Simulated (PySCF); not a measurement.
An equivalent PySCF input for S⁺ (sulfur, charge +1), [Ne] 3s2 3p3, high-spin 4S determinant, with the spin-free X2C one-electron Hamiltonian (Gaussian nucleus):

```python
from pyscf import gto, scf, dft, mp, cc
import basis_set_exchange as bse
mol = gto.M(atom="S 0 0 0", charge=1, spin=3, symmetry="D2h",
            basis=gto.basis.parse(bse.get_basis("x2c-SVPall", elements=["S"], fmt="nwchem", header=False)),
            nucmod="G")
mf = dft.UKS(mol, xc="MN15").sfx2c1e()
mf.irrep_nelec = {'Ag': (3, 3), 'B1u': (2, 1), 'B2u': (2, 1), 'B3u': (2, 1)}
mf.kernel()
```

It reaches the same state as the run whose output follows, with an energy that differs only through the grid. The run itself started from symmetry-adapted Hartree-Fock orbitals and held the occupation by maximum overlap, on a logarithmic radial grid, so the iterations belong to that start.

```
SCF conv_tol = 1e-09
number electrons alpha = 9  beta = 6
XC functionals = MN15
    H. S. Yu, X. He, S. L. Li, and D. G. Truhlar.,  Chem. Sci. 7, 5032-5051 (2016)
    H. S. Yu, X. He, S. L. Li, and D. G. Truhlar.,  Chem. Sci. 7, 5032-5051 (2016)
cycle= 1 E= -398.664599182405  delta_E= -0.00562  |g|= 0.00639  |ddm|= 0.124
cycle= 2 E= -398.664625009213  delta_E= -2.58e-05  |g|= 0.00131  |ddm|= 0.0216
cycle= 3 E= -398.664625855656  delta_E= -8.46e-07  |g|= 0.000247  |ddm|= 0.00213
cycle= 4 E= -398.664625880519  delta_E= -2.49e-08  |g|= 1.41e-05  |ddm|= 0.000538
cycle= 5 E= -398.664625880704  delta_E= -1.86e-10  |g|= 7.39e-07  |ddm|= 6.07e-05
converged SCF energy = -398.664625880704  <S^2> = 3.7500213  2S+1 = 4.0000106
```
